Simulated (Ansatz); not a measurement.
Basis sets compared for TiSi6⁺. Total charge 1; doublet. Geometry PBE0-D4/def2-SVP. Ansatz on 4 threads of Arm Neoverse V2 on a shared host; times are rough, and most runs start from earlier orbitals.

Cartesian coordinates in Å:
```
Ti 1.5355 0.8832 0.6468
Si 0.2425 1.9668 -1.1364
Si -1.2979 -1.7151 -1.0487
Si 0.5973 -0.3260 -1.4783
Si -1.2207 0.4237 0.0663
Si -0.1790 0.2108 2.2673
Si 0.3223 -1.4434 0.6831
```

At PBE0-D4/def2-SVP, PBE0-D4/def2-TZVP the charge 1 doublet is spin-contaminated (final ⟨S²⟩ up to 0.86, 0.75 for a pure state). No other spin state of charge 1 was run. Another isomer (doublet) lies 0.20 eV lower at PBE0-D4/def2-TZVP; other spin states weren't run for this one.

| level | functions | energy (Eh) | HOMO (eV) | LUMO (eV) | wall time |
| --- | --- | --- | --- | --- | --- |
| PBE-D4/def2-SVP | 139 | -2584.4329 | -9.34 | -8.98 | 5.5 s |
| PBE0-D4/def2-SVP | 139 | -2584.5634 | -10.21 | -8.33 | 12 s |

Problem. Estimate the rows for PBE-D4/def2-TZVP (with forces), PBE0-D4/def2-TZVP.

Solution. 
| level | functions | energy (Eh) | HOMO (eV) | LUMO (eV) | wall time |
| --- | --- | --- | --- | --- | --- |
| PBE-D4/def2-TZVP (with forces) | 267 | -2585.1512 | -9.17 | -8.83 | 11 s |
| PBE0-D4/def2-TZVP | 267 | -2585.2773 | -10.02 | -8.15 | 90 s |
